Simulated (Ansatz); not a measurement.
Compare A (`C/C=C(\O)[SiH3]`) with its isomer B (`C=C([SiH3])OC`).

Calculated with Ansatz (gas phase, PBE0-D4/def2-TZVP geometries, no zero-point term in ΔE). CBS: MP2 limit from def2 TZ/QZ plus the TZ coupled-cluster correction, frozen cores. Functionals use def2-TZVPP. B3LYP here is the variant with VWN-RPA as its local correlation; programs differ in this. Each species was taken in one conformer, which may not be the lowest.

A:

```xyz
13

C    -0.2728    2.1338    0.2392
C     0.0482    0.7123    0.5470
C    -0.0477   -0.3058   -0.3125
O    -0.4580   -0.0605   -1.6013
Si    0.4150   -2.0429    0.1935
H     0.6158    2.7655    0.3395
H    -1.0181    2.5252    0.9385
H    -0.6573    2.2446   -0.7741
H     0.3934    0.4782    1.5488
H    -0.6134   -0.8872   -2.0623
H     1.6012   -2.5182   -0.5716
H    -0.7064   -2.9706   -0.1327
H     0.6999   -2.0745    1.6480
```

B:

```xyz
13

C    -0.735   -1.203   -0.105
C     0.105   -0.171   -0.225
Si    1.448   -0.112   -1.535
O     0.108    0.940    0.552
C    -0.860    1.012    1.574
H    -0.641   -2.039   -0.785
H    -1.517   -1.261    0.643
H     1.254    1.069   -2.416
H     1.369   -1.358   -2.338
H     2.785   -0.007   -0.896
H    -0.703    1.962    2.082
H    -0.740    0.190    2.288
H    -1.873    0.980    1.160
```

Q: Which is lower in electronic energy at CCSD(T)/CBS, and by how much? (An estimate is asked.)

A: Ansatz gave: A, by 10.4 kcal/mol.

Q: Give E(B) − E(A) in kcal/mol with B3LYP-D4, B2PLYP, CCSD(T)/def2-TZVPP, ωB97M-V, CCSD/def2-TZVPP, B3LYP, r2SCAN-D4. (Best estimate.)

A: Computed: B3LYP-D4 9.2, B2PLYP 9.5, CCSD(T)/def2-TZVPP 9.7, ωB97M-V 9.9, CCSD/def2-TZVPP 9.7, B3LYP 9.3, r2SCAN-D4 10.2. None reverses the order clearly.

Largest T1 diagnostic: 0.013.

In def2-TZVPP, CCSD(T) changes the Hartree–Fock value by +1.6 kcal/mol (the triples alone add −0.0 kcal/mol) and MP2 by +2.3 kcal/mol.
